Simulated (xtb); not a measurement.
C5H7Cl, SMILES C#C[C@@H](C)CCl. All values are semi-empirical tight-binding results from xtb (GFN2-xTB unless named), good for trends rather than for accurate numbers. Geometry optimised at GFN2-xTB. The structure was generated by enumeration; whether it is a known compound was not checked. The values are those of a single conformer.

```yaml
orbital_gap: 6.38 eV
dipole_moment: 1.71 D
zero_point_energy: 63.9 kcal/mol
G − E(el) at 298.15 K (modified RRHO): 43.9 kcal/mol
static polarisability (D4 model): 70.2 bohr³
solvation energy, GFN2-xTB/ALPB(water): -2.3 kcal/mol
solvation energy, GFN2-xTB/ALPB(dmso): -6.4 kcal/mol
```
